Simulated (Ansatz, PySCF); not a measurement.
Gas-phase reaction (SMILES): [Br][GaH][Br] + F (HF) -> [F][Ga]([Br])[Br] + [H][H] (H2); hydrogen fluoride cleaves one Ga-H bond, a model of a ligand-exchange step.

Each molecule is optimised on its own at B3LYP-D3(BJ)/def2-TZVP (Ansatz, a first-principles code). Valence correlation only, unless marked. Spin-orbit coupling is left out. Frozen are the shells of the preceding noble gas and the d and f shells that filled before the atom's block. No relativistic terms. CBS(X,Y): correlation extrapolated as X^-3; Hartree-Fock from the larger set (for Q and 5 zeta extrapolated as (X+1)exp(-9√X)). Thermal terms are rigid-rotor harmonic-oscillator values from B3LYP-D3(BJ) frequencies (Ansatz or PySCF) at 298.15 K and 1 atm. 1 Eh = 627.5095 kcal/mol.

| species | E, CCSD(T)/CBS(cc-pVQZ,cc-pV5Z) (Ansatz) (Eh) | E, wB97X-V/def2-TZVPD (Ansatz) (Eh) | H - E (Eh) |
|---|---|---|---|
| [Br][GaH][Br] | -7069.44144 | -7073.22877 | 0.01432 |
| F (HF) | -100.39528 | -100.45520 | 0.01259 |
| [F][Ga]([Br])[Br] | -7168.68756 | -7172.53257 | 0.01062 |
| [H][H] (H2) | -1.17453 | -1.17238 | 0.01336 |

Work out ΔE and ΔH at 298.15 K at the first level, then ΔH at the second.


1. ΔE = [(-7168.68756) + (-1.17453)] - [(-7069.44144) + (-100.39528)] = -0.02537 Eh = -15.9 kcal/mol at CCSD(T)/CBS(cc-pVQZ,cc-pV5Z).
2. The terms H - E add up to -0.00293 Eh, so ΔH = (-0.02537 + (-0.00293))×627.5095 = -17.8 kcal/mol.
3. At wB97X-V/def2-TZVPD the same steps give ΔE = -13.2 and ΔH = -15.0 kcal/mol, a shift of +2.8 from the first level.
4. These values are not checked against measurement here, since the tables used lack a sound gas-phase enthalpy of formation for at least one species.
